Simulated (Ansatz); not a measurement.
Program: Ansatz. Geometries: PBE0-D4/def2-TZVP. ΔE: electronic, gas phase. CCSD(T)/CBS is the MP2 limit (def2-TZVPP, def2-QZVPP) plus CCSD(T) − MP2 in def2-TZVPP, frozen cores. Double bonds are as drawn, so ΔE can hold a change between cis and trans. DFT in def2-TZVPP. B3LYP here is the variant with VWN-RPA as its local correlation; programs differ in this. For Se outer-core shells are correlated without core-valence functions, which leaves a few kJ/mol of doubt a bond. Scalar relativity is left out up to krypton. Each species was taken in one conformer, which may not be the lowest.

`O[SiH2]/C=C/[SeH]` + `CO[SiH](S)Cl` → `O[SiH2][SiH](S)Cl` + `CO/C=C\[SeH]`  (redistribution)

`O[SiH2]/C=C/[SeH]`:

Z-matrix (Å, degrees):
```
Si
C 1 1.843
O 1 1.650 2 108.7
H 1 1.490 2 107.4 3 121.1
H 1 1.492 2 111.6 3 -119.9
C 2 1.333 1 120.5 3 -119.8
H 2 1.089 1 120.0 3 61.1
H 3 0.958 1 117.3 2 -155.7
Se 6 1.891 2 124.1 1 -178.5
H 6 1.086 2 121.6 1 1.3
H 9 1.467 6 95.1 2 -178.6
```

`CO[SiH](S)Cl`:

Z-matrix (Å, degrees):
```
C
O 1 1.414
H 1 1.090 2 107.8
H 1 1.094 2 111.2 3 -119.5
H 1 1.095 2 111.2 3 119.0
Si 2 1.626 1 124.1 3 175.1
Cl 6 2.039 2 104.7 1 -178.7
S 6 2.124 2 112.9 1 -56.6
H 6 1.479 2 112.6 1 62.3
H 8 1.345 6 93.7 2 -60.5
```

`O[SiH2][SiH](S)Cl`:

Z-matrix (Å, degrees):
```
Si
Si 1 2.342
O 1 1.653 2 106.8
H 1 1.482 2 112.0 3 -115.9
H 1 1.490 2 109.7 3 121.8
Cl 2 2.080 1 103.5 3 -55.8
S 2 2.127 1 111.1 3 64.4
H 2 1.482 1 118.4 3 -174.0
H 3 0.960 1 116.5 2 58.4
H 7 1.345 2 94.1 1 -37.5
```

`CO/C=C\[SeH]`:

```xyz
11

C     0.107    1.524   -1.299
O     0.451    0.328   -0.636
C    -0.503   -0.177    0.175
C    -0.242   -1.162    1.025
Se    1.492   -1.907    1.174
H     0.935    1.768   -1.962
H    -0.804    1.398   -1.894
H    -0.037    2.344   -0.587
H    -1.500    0.246    0.080
H    -1.030   -1.578    1.634
H     1.130   -2.786    2.291
```

```json
{"level": "PBE-D4", "ΔE (kJ/mol)": "138.6", "difference from CCSD(T)/CBS": "-35.0"}
{"level": "r2SCAN-D4", "ΔE (kJ/mol)": "161.0", "difference from CCSD(T)/CBS": "-12.6"}
{"level": "PBE0-D4", "ΔE (kJ/mol)": "149.4", "difference from CCSD(T)/CBS": "-24.2"}
{"level": "B3LYP-D4", "ΔE (kJ/mol)": "160.7", "difference from CCSD(T)/CBS": "-12.9"}
{"level": "ωB97X-V", "ΔE (kJ/mol)": "161.3", "difference from CCSD(T)/CBS": "-12.3"}
{"level": "ωB97M-V", "ΔE (kJ/mol)": "170.9", "difference from CCSD(T)/CBS": "-2.7"}
{"level": "B2PLYP", "ΔE (kJ/mol)": "171.6", "difference from CCSD(T)/CBS": "-2.0"}
{"level": "r2SCAN", "ΔE (kJ/mol)": "161.3", "difference from CCSD(T)/CBS": "-12.3"}
{"level": "PBE0", "ΔE (kJ/mol)": "150.5", "difference from CCSD(T)/CBS": "-23.1"}
{"level": "HF/def2-TZVPP", "ΔE (kJ/mol)": "185.0", "difference from CCSD(T)/CBS": "11.4"}
{"level": "MP2/def2-TZVPP", "ΔE (kJ/mol)": "183.2", "difference from CCSD(T)/CBS": "9.6"}
{"level": "SCS-MP2/def2-TZVPP", "ΔE (kJ/mol)": "181.3", "difference from CCSD(T)/CBS": "7.7"}
{"level": "HF/def2-QZVPP", "ΔE (kJ/mol)": "186.6", "difference from CCSD(T)/CBS": "13.0"}
{"level": "MP2/def2-QZVPP", "ΔE (kJ/mol)": "184.7", "difference from CCSD(T)/CBS": "11.1"}
{"level": "HF/CBS(def2)", "ΔE (kJ/mol)": "186.8", "difference from CCSD(T)/CBS": "13.2"}
{"level": "MP2/CBS(def2)", "ΔE (kJ/mol)": "184.8", "difference from CCSD(T)/CBS": "11.2"}
{"level": "CCSD(T)/CBS", "ΔE (kJ/mol)": "173.6", "difference from CCSD(T)/CBS": "0"}
```

Largest T1 diagnostic among the species: 0.012.

From PBE to PBE0 (25 % exact exchange), in def2-TZVPP and without D4, ΔE moves by +10.9 kJ/mol.
